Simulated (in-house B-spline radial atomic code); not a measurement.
## Ionising Sc⁵⁺ with different functionals

Computed with a radial B-spline atomic code at the basis-set limit: non-relativistic Hamiltonian, point nucleus, spin-polarised at highest spin, spherical fractional occupations for the functionals, and exact exchange of hybrids averaged over the configuration. The ionisation energy is the difference of two self-consistent energies, [Ne] 3s2 3p4 → [Ne] 3s2 3p3, without Breit or QED terms; ε is the level of the shell that loses the electron (its least bound occupied spin orbital).

```csv
method,rung,ΔSCF (eV),-ε(3p) (eV)
PBE0,global hybrid,110.59,103.70
B3LYP,global hybrid,110.83,103.30
TPSSh,global hybrid,?,?
M06-2X,global hybrid,111.07,106.89
BHandHLYP,global hybrid,110.60,106.12
r2SCAN0,global hybrid,110.20,103.57
B97-1,global hybrid,110.65,103.33
HSE06,range-separated hybrid,?,?
wB97X,range-separated hybrid,110.63,106.33
CAM-B3LYP,range-separated hybrid,110.80,105.29
LC-wPBE,range-separated hybrid,110.82,106.74
```

What does TPSSh give?

ΔSCF 110.46 eV, and -ε(3p) = 102.16 eV.

What does HSE06 give?

ΔSCF 110.62 eV, and -ε(3p) = 103.28 eV.

Among the functionals, which spreads more, the ΔSCF values or the orbital energies?

The orbital energies: ΔSCF values span about 0.87 eV and the orbital energies 4.73 eV; here energy differences depend much less on the functional than eigenvalues do.

How do they compare with the NIST value?

NIST lists 110.68 eV ± 0.05 (semi-empirical, ground level to ground level). Errors run from -0.48 to +0.39 eV; B97-1 is closest (-0.03 eV), though others lie within the uncertainty of it, and part of that can be cancellation, since the calculations leave out relativity, Breit-QED terms, multiplet and fine-structure energies.
